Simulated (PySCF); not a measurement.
Compound: [Ag(NH3)2]+ (charge +1 and singlet state).
Cartesian coordinates in Å at the PBE0-D3(BJ)/def2-SVP level; atoms count from 1:
```xyz
9
AgH6N2 angstrom
Ag     0.0180   -0.0127   -0.0028
N     -0.0019   -0.0324    2.1395
H     -0.4422    0.8034    2.5304
H      0.9371   -0.0767    2.5410
H     -0.5149   -0.8313    2.5187
N      0.0333    0.0156   -2.1451
H     -0.9100   -0.0010   -2.5391
H      0.5261   -0.7850   -2.5465
H      0.4873    0.8507   -2.5216
```

Computed, not measured: PySCF, PBE0-D3(BJ)/def2-SVP geometry optimisation, gas phase, def2 core potentials past Kr.

(1) Which atoms are bound to Ag1, and at what distances?

(2) What is the shape at Ag1?

(3) What are the other bond lengths?

Answers

(1) 2 atoms: N6 2.143 Å, N2 2.143 Å. The nearest atom not counted as bound is H7, at 2.70 Å (others tie with it).

(2) Linear: angle 179.7°.

(3) N2–H3 and 5 like bonds 1.022 Å.

Charge +1, singlet. Whether it is a minimum is left open (no frequencies).
